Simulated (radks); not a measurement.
Problem. Ti+, configuration [Ar] 3d2 4s1 (the NIST ground configuration). Calculated with a radial shooting solver on a logarithmic mesh with Libxc functionals: non-relativistic Kohn-Sham, PBE, spin-polarised, spherical densities, point nucleus; open shells are filled with parallel spins first. Some entries of the table are withheld. Estimate them.

orbital  occ.  eigenvalue (eV)  <r^2> (bohr^2)
1s up       1        -4843.715        0.006608
1s down     1        -4843.692        0.006608
2s up       1        -538.1907          0.1269
2s down     1        -537.5905          0.1267
2p up       3        -450.6618          0.1044
2p down     3        -450.1977          0.1042
3s up       1         -69.7753           1.188
3s down     1         -67.8502           1.186
3p up       3         -46.7673           1.397
3p down     3         -44.8283           1.393
3d up       2         -12.2496           2.946
4s up       1         -10.8531           11.29
3d down     0         -10.2453           2.902
4p up       0          -7.0372             (1)

Solution. 
(1) 4p up <r^2> (bohr^2): 16.97
